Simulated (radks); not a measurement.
Ionisation of neutral phosphorus, [Ne] 3s2 3p3, to [Ne] 3s2 3p2 as the strength of local exchange is varied. All-electron calculation, Dirac Kohn-Sham, Slater X-alpha exchange (alpha = 2/3 is LDA exchange), no correlation, spin-unpolarised, spherical densities, point nucleus; open shells fill j = l - 1/2 first. Program: a radial shooting solver on a logarithmic mesh with Libxc functionals.

| alpha | E(P) (hartree) | exchange (hartree) | IE (eV) | -e of the level emptied (eV) | <r> of it (bohr) |
|---|---|---|---|---|---|
| 0.63 | -338.51811 | -19.47980 | 8.288 | 4.209 (3p3/2) | 2.459 |
| 0.667 | -339.66381 | -20.68323 | 8.630 | 4.498 (3p3/2) | 2.427 |
| 0.709 | -340.96832 | -22.05721 | 9.025 | 4.836 (3p3/2) | 2.391 |
| 0.979 | -349.45552 | -31.09039 | 11.766 | 7.236 (3p3/2) | 2.197 |
| 0.99 | -349.80499 | -31.46574 | 11.885 | 7.342 (3p3/2) | 2.190 |
| 1.029 | -351.04637 | -32.80118 | 12.310 | 7.723 (3p3/2) | 2.166 |

NIST Atomic Spectra Database: 10.487 eV (measured). The Delta-SCF value meets it near alpha = 0.85. Spin polarisation and multiplet splitting are left out, so open shells lie too high by an amount that depends on their filling.

Beside tabulated values, note that spin-unpolarised runs miss the spin-polarisation part of the exchange energy of open shells.
